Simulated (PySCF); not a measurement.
Compound: CH7O2PSi.
InChI=1S/CH7O2PSi/c1-3-5(2)4/h2,5H,4H2,1H3/t5-/m1/s1

Level: CAM-B3LYP/def2-SVPD in PySCF, non-relativistic, on one gas-phase PBE0-D3(BJ)/def2-SVP geometry that isn't relaxed in the solvent. The solvent is an IEF-PCM continuum (cavity from Bondi-type radii × 1.2), and excitations are vertical TDDFT with non-equilibrium linear response and a frozen core. Specific hydrogen bonds and non-electrostatic terms are outside this model.

Gas-phase singlets (H = HOMO, L = LUMO):

```tsv
state	E (eV)	λ (nm)	f	leading configurations
S1	6.675	186	0.023	H→L 59%, H→L+4 16%
S2	6.881	180	0.028	H→L+1 50%, H→L+3 23%
S3	7.297	170	0.228	H→L+2 33%, H→L+3 23%
S4	7.464	166	0.125	H→L+4 35%, H→L+2 25%
S5	7.577	164	0.040	H-1→L 65%
```

**Question.** How does the list change in methanol (ε = 32.61)?

**Answer.** 
```json
{"state": "S1", "E (eV)": "6.769", "λ (nm)": "183", "f": "0.030", "leading configurations": "H→L 39%, H→L+3 26%", "change by rank (eV)": "+0.094"}
{"state": "S2", "E (eV)": "6.910", "λ (nm)": "179", "f": "0.054", "leading configurations": "H→L+1 46%, H→L 38%", "change by rank (eV)": "+0.029"}
{"state": "S3", "E (eV)": "7.341", "λ (nm)": "169", "f": "0.481", "leading configurations": "H→L+2 70%, H→L+4 13%", "change by rank (eV)": "+0.044"}
{"state": "S4", "E (eV)": "7.614", "λ (nm)": "163", "f": "0.026", "leading configurations": "H→L+3 42%, H-1→L 17%", "change by rank (eV)": "+0.150"}
{"state": "S5", "E (eV)": "7.702", "λ (nm)": "161", "f": "0.024", "leading configurations": "H-1→L 54%, H→L+3 12%", "change by rank (eV)": "+0.125"}
```

**Question.** The ground-state energy changes by -0.260 eV from gas to methanol. By how much does the total energy of gas-phase S5 change?

**Answer.** E(S5) = E(S0) + excitation energy, so it changes by -0.260 + 0.125 = -0.135 eV: it is lowered less than the ground state, which is what a blue shift means. This is the vertical state, with the slow part of the continuum still set for S0.

**Question.** How do the frontier levels move from gas to methanol?

**Answer.** 
```tsv
orbital	gas (eV)	solvent (eV)	change (eV)
LUMO+2	1.54	1.69	+0.15
LUMO+1	1.49	1.62	+0.13
LUMO	0.69	0.95	+0.26
HOMO	-8.78	-8.82	-0.04
HOMO-1	-9.82	-9.76	+0.06
HOMO-2	-10.34	-10.28	+0.06
HOMO-3	-10.70	-10.66	+0.04
```

The HOMO–LUMO gap goes from 9.47 to 9.77 eV. Rows go by rank; for LUMO, LUMO+1 and LUMO+2 the atom shares or the degeneracy differ between the runs, so the row needn't follow one orbital.

On one thread of an Arm Neoverse V1, shared host with 32 logical CPUs at a one-minute load of 14, this took 19 s of wall time and 0.85 GiB of memory at its peak. This is the whole response run at CAM-B3LYP/def2-SVPD in methanol, SCF included.

Shape of the structure used: `[CH3:1][O:2][Si@@H:3]([OH:4])[PH2:5]`: C1–O2–Si3–O4 65°, H–O4–Si3–O2 -98°, H–P5–Si3–O2 163°, H–P5–Si3–O2 69°.
